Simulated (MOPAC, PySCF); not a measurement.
F$_{4}$Sn, SMILES `[F][Sn]([F])([F])[F]`, neutral singlet in the gas phase. 

Cartesian coordinates (Å):
SMILES: [F][Sn]([F])([F])[F]
```xyz
5

F     -0.2058     1.5940    -1.0179
Sn     0.0000     0.0000     0.0000
F     -1.2100    -1.3214    -0.6398
F     -0.3684     0.3648     1.8304
F      1.7842    -0.6374    -0.1727
```
Charge 0, spin multiplicity 1.

All levels are single points at this geometry (PBE0-D3(BJ)/def2-SVP); Pople sets use spherical d functions. Orbital energies aren't observables, and empty levels follow the basis.

B3LYP/LANL2DZ in PySCF gives dipole (D) = 0.00.

**Question.** Estimate the dipole (D) from each of these levels: PBE-D3(BJ)/def2-TZVP in PySCF; TPSSh-D3(BJ)/def2-TZVP in PySCF; BP86/6-31G* (LANL2DZ on Sn) in PySCF; M06-2X/6-31G* (LANL2DZ on Sn) in PySCF; PBE/6-31G* (LANL2DZ on Sn) in PySCF; SVWN5/6-31G* (LANL2DZ on Sn) in PySCF; AM1 in MOPAC; PM6 in MOPAC.

**Answer.** 
```tsv
level	dipole (D)
PBE-D3(BJ)/def2-TZVP in PySCF	0.00
TPSSh-D3(BJ)/def2-TZVP in PySCF	0.00
BP86/6-31G* (LANL2DZ on Sn) in PySCF	0.00
M06-2X/6-31G* (LANL2DZ on Sn) in PySCF	0.00
PBE/6-31G* (LANL2DZ on Sn) in PySCF	0.00
SVWN5/6-31G* (LANL2DZ on Sn) in PySCF	0.00
AM1 in MOPAC	0.00
PM6 in MOPAC	0.00
```
